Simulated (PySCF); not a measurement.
BCl₂, SMILES Cl[B]Cl (connectivity only; charge and spin as stated), charge +1, multiplicity 1.

The structure is a stationary point at PBE-D3(BJ)/def2-TZVP. The multiplicity is an assumed one; other spin states were not compared. The isomer is the one that the SMILES or the coordinates give; other isomers of the formula were not compared.

Method: HF/def2-TZVPD in PySCF.

The molecule is in vacuum.

The total energy is -943.47405 hartree and the point group is D∞h. The highest occupied level comes out as -20.23 eV and the lowest empty level comes out as -4.44 eV. The orbital gap comes out as 15.79 eV, the dipole moment about the centre of nuclear charge is 0.00 D and the mean static polarisability is 32.4 bohr³ (4.80 Å³). The polarisability, principal values is 24.6, 24.6, 47.9 bohr³.
